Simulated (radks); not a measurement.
The iodine ion I7+, [Kr] 4d10. Calculated with a radial shooting solver on a logarithmic mesh with Libxc functionals: non-relativistic Kohn-Sham, PBE, spin-polarised, spherical densities, point nucleus. Every spin shell is full or empty, so the densities are truly spherical. Functionals are evaluated on that one density, not self-consistently. Rank these exchange functionals by their error against the exact value of the orbitals, and give that value: LDA, B88, PBE, OPTX, WC, SOGGA, EV93, revTPSS, r2SCAN, TASK.

Answer. Exact: -171.547 hartree. From best to worst, with 100 (|E| - |E exact|)/|E exact| (equal figures are ties): B88 -0.05, r2SCAN -0.14, EV93 -0.35, PBE -0.50, WC -0.93, revTPSS -0.97, OPTX +1.26, TASK -2.17, SOGGA -2.32, LDA -4.86.
